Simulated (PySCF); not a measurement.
Mo(NMe)(S)(F)(SH) (CH₄FMoNS₂), SMILES C[N]=[Mo]([F])(=[S])[SH], multiplicity 1.

Coordinates come from a r2SCAN-D4/def2-SVP optimisation. The multiplicity is an assumed one; other spin states were not compared. The def2 effective core potentials stand for the cores of Mo; spin–orbit coupling is left out. Other conformers were not sampled.

Computed with TDA-PBE/def2-SVPD (PySCF 2.14.0).

Vertical excitations. The molecule is in vacuum.

| state | energy (eV) | λ (nm) | f | main pairs |
|---|---|---|---|---|
| S1 | 3.03 | 409 | 0.000 | HOMO→LUMO 89 % |
| S2 | 3.25 | 382 | 0.003 | HOMO→LUMO+1 64 %, HOMO−1→LUMO+1 27 % |
| S3 | 3.45 | 359 | 0.009 | HOMO−1→LUMO+1 60 %, HOMO→LUMO+1 21 % |
| S4 | 3.50 | 354 | 0.025 | HOMO−1→LUMO 74 % |
| S5 | 3.95 | 314 | 0.005 | HOMO−2→LUMO 86 % |
| S6 | 4.16 | 298 | 0.004 | HOMO−2→LUMO+1 52 %, HOMO→LUMO+2 31 % |
| S7 | 4.26 | 291 | 0.004 | HOMO→LUMO+3 50 %, HOMO→LUMO+2 25 %, HOMO−2→LUMO+1 8 % |
| S8 | 4.29 | 289 | 0.002 | HOMO−3→LUMO 58 %, HOMO−3→LUMO+1 20 % |
| S9 | 4.33 | 286 | 0.001 | HOMO−1→LUMO+2 81 % |
| S10 | 4.44 | 279 | 0.003 | HOMO−3→LUMO+1 38 %, HOMO−1→LUMO+3 19 %, HOMO−3→LUMO 14 %, HOMO−1→LUMO+2 8 % |
| T1 | 2.67 | 464 | 0 | HOMO→LUMO 77 %, HOMO−1→LUMO 20 % |
| T2 | 2.80 | 443 | 0 | HOMO−1→LUMO 73 %, HOMO→LUMO 21 % |
| T3 | 2.86 | 434 | 0 | HOMO→LUMO+1 91 % |
| T4 | 3.07 | 404 | 0 | HOMO−1→LUMO+1 87 % |
Triplets are in the Tamm–Dancoff approximation.
